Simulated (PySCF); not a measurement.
Job file and geometry (Å, from GFN2-xTB) of an NMR shielding run on SMILES [SiH3]c1cpc(C#C)s1, C₅H₅PSSi, GIAO PBE0/pcSseg-1 NMR shielding, non-relativistic, gas phase in PySCF 2.14.0, density-fitted response routines; density fitting, a coarse starting grid and PySCF grid level 2 are the driver's defaults:

```
$ OMP_NUM_THREADS=1 python probes_run.py task.json out

{"job": {"kind": "nmr", "xc": "PBE0", "basis": "pcSseg-1"}, "charge": 0, "multiplicity": 1}
C      4.039196     0.270557    -0.615574
C      2.902017     0.009711    -0.318884
C      1.578424    -0.275780     0.017663
P      1.062350    -1.704229     0.838685
C     -0.625772    -1.203352     0.813848
C     -0.965011    -0.018505     0.239831
Si    -2.692478     0.717685     0.095873
S      0.353573     0.880902    -0.416809
H      5.035027     0.482016    -0.866475
H     -1.382361    -1.836440     1.251901
H     -2.699511     2.009617     0.783405
H     -2.997998     0.896008    -1.324258
H     -3.611844    -0.227704     0.725882
```

**Question.** What does the program print?

**Answer.** 
```
coarse grid: 13408 points
cycle   1  E = -1221.7119926775  dE =  1.267e+00  |g| = 3.764e-01  |ddm| = 4.207e+00
cycle   2  E = -1221.6976734007  dE =  1.432e-02  |g| = 4.279e-01  |ddm| = 1.014e+00
cycle   3  E = -1221.7437962802  dE = -4.612e-02  |g| = 1.203e-01  |ddm| = 5.764e-01
cycle   4  E = -1221.7472066978  dE = -3.410e-03  |g| = 5.268e-02  |ddm| = 1.838e-01
cycle   5  E = -1221.7478856562  dE = -6.790e-04  |g| = 1.827e-02  |ddm| = 6.916e-02
cycle   6  E = -1221.7479619306  dE = -7.627e-05  |g| = 5.099e-03  |ddm| = 2.187e-02
cycle   7  E = -1221.7479682361  dE = -6.306e-06  |g| = 2.079e-03  |ddm| = 8.225e-03
final grid: 118504 points
cycle   8  E = -1221.8003137026  dE = -1.053e-05  |g| = 9.825e-03  |ddm| = 5.541e-02
cycle   9  E = -1221.8002765627  dE =  3.714e-05  |g| = 1.514e-02  |ddm| = 2.984e-02
cycle  10  E = -1221.8003396636  dE = -6.310e-05  |g| = 1.369e-03  |ddm| = 2.006e-02
cycle  11  E = -1221.8003401360  dE = -4.724e-07  |g| = 3.643e-04  |ddm| = 2.284e-03
cycle  12  E = -1221.8003401710  dE = -3.507e-08  |g| = 1.415e-04  |ddm| = 6.167e-04
cycle  13  E = -1221.8003401759  dE = -4.832e-09  |g| = 4.455e-05  |ddm| = 2.178e-04
cycle  14  E = -1221.8003401763  dE = -3.838e-10  |g| = 2.661e-05  |ddm| = 6.672e-05
converged SCF energy = -1221.8003401763

GIAO shielding tensors (ppm)
atom      isotropic    diamagn.    paramagn.     s11        s22        s33       span
  0 C       79.598     258.962    -179.364     30.004     56.370    152.421    122.417
  1 C      104.648     238.908    -134.259     -0.639     10.159    304.425    305.064
  2 C        8.732     275.407    -266.675   -134.923     34.694    126.427    261.351
  3 P       44.543     966.055    -921.511   -284.529     67.392    350.767    635.296
  4 C       23.515     258.201    -234.686    -81.283     25.290    126.539    207.823
  5 C       32.987     263.759    -230.772    -45.176      6.392    137.746    182.922
  6 Si     424.644     879.851    -455.207    393.194    420.108    460.630     67.437
  7 S       92.797    1059.223    -966.426    -86.982    112.695    252.677    339.659
  8 H       27.398      33.703      -6.305     24.242     25.017     32.936      8.694
  9 H       23.375      31.365      -7.990     20.825     22.628     26.672      5.847
 10 H       26.900      28.125      -1.225     22.969     25.615     32.115      9.146
 11 H       26.900      28.176      -1.277     22.979     25.602     32.119      9.140
 12 H       27.096      28.257      -1.161     23.022     26.274     31.990      8.968
```

**Question.** Turn these shieldings into chemical shifts. References, each an isolated molecule treated in the same way: TMS for ¹³C (σref 186.93), ²⁹Si (σref 349.16), ¹H (σref 31.72); ³¹P (σref 318.38) vs H3PO4; ³³S (σref 503.73) against CS2.

**Answer.** Averaging equivalent atoms: C 2: 178.2; C 4: 163.4; C 5: 153.9; C 0: 107.3; C 1: 82.3; P 3: 273.8; Si 6: -75.5; S 7: 411; H 9: 8.34; H 10/11/12: 4.75; H 8: 4.32 ppm. Experimental scales use liquid or dissolved standards, which lie at an offset from isolated H3PO4.

Size and cost of the density-fitted run: 182 basis functions, 35 s wall time on 1 thread of an INTEL XEON PLATINUM 8581C, shared host; peak memory 0.97 GiB.
